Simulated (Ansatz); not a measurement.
Molecule: sum formula HBO, charge 1, multiplicity 2. 
Geometry from a B3LYP-D3(BJ)/def2-TZVP (Ansatz, a quantum-chemistry and plane-wave program) optimisation:
```
O
B 1 1.2141
H 1 0.9719 2 180.00
```
Charge +1, spin multiplicity 2.

Parts of the frozen-core correlation energy in cc-pVDZ (Ansatz, hartree). Frozen orbitals: 2; correlated occupied orbitals by spin: 5 and 4; virtual: 26 and 27. UHF or UKS for open shells. No spin-orbit coupling. No relativistic terms.

```json
[
 {"term": "reference (HF)", "value": "-99.79662"},
 {"term": "MP2 opposite-spin", "value": "-0.16336"},
 {"term": "MP2 same-spin", "value": "-0.06072"},
 {"term": "CCSD correlation", "value": "-0.23186"},
 {"term": "(T)", "value": "-0.00656"},
 {"term": "CCSDT minus CCSD(T)", "value": "-0.00058"},
 {"term": "CCSDT(Q) minus CCSD(T)", "value": "-0.00122"},
 {"term": "T1 diagnostic", "value": "0.020"},
 {"term": "largest doubles amplitude", "value": "0.048"},
 {"term": "<S^2> of the reference", "value": "0.761"}
]
```
